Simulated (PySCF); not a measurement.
Q: Write Cartesian coordinates for `CC[S@@](=O)CS(=O)(=O)O` as optimised with GFN2-xTB.

A: 
```xyz
17
C3H8O4S2 angstrom
C      2.3829    0.3804    0.1493
C      1.3243   -0.6884    0.3254
S      0.0327   -0.5408   -0.9765
O     -0.8507   -1.7111   -0.7868
C     -0.9102    0.8679   -0.2656
S     -1.8968    0.2965    1.1513
O     -2.6807    1.3949    1.6008
O     -1.0096   -0.3265    2.0849
O     -2.8349   -0.7547    0.4790
H      2.7748    0.3697   -0.8658
H      1.9884    1.3716    0.3592
H      3.2077    0.2008    0.8347
H      1.7440   -1.6829    0.1747
H      0.8297   -0.6495    1.2943
H     -0.2437    1.6554    0.0610
H     -1.6158    1.2398   -1.0004
H     -2.2492   -1.4110    0.0199
```

Any rigid rotation of these coordinates is as good. Atoms count from 1 in this order. Of the pairs four or more bonds apart, those above aside, O8···H14 is among the closest relative to their van der Waals radii: 2.03 Å, 75 % of the sum of Bondi's values. The O–S distances run from 1.422 Å (S6=O7, drawn double) to 1.561 Å (S6–O9, drawn single), a spread of 0.139 Å. S6 (sulfonyl sulfur) is distorted tetrahedral (angles from 101.7° to 118.2°). The 3 C–S bonds span 1.819 Å (C5–S6, drawn single) to 1.840 Å (C2–S3, drawn single), a spread of 0.021 Å.

Bonds between heavy atoms (Å): C1–C2 1.515, C2–S3 1.840, S3=O4 1.479, S3–C5 1.838, C5–S6 1.819, S6=O7 1.422, S6=O8 1.431, S6–O9 1.561.

Computed geometry: GFN2-xTB, gas phase.

Point group: C1 (no symmetry element, even within 0.4 Å). GFN2-xTB frequencies: not computed here. The numbers are those of one conformer (C1–C2–S3–O4 174°, C2–S3–C5–S6 -75°, S3–C5–S6–O7 -176°, C5–S6–O9–H 55°).
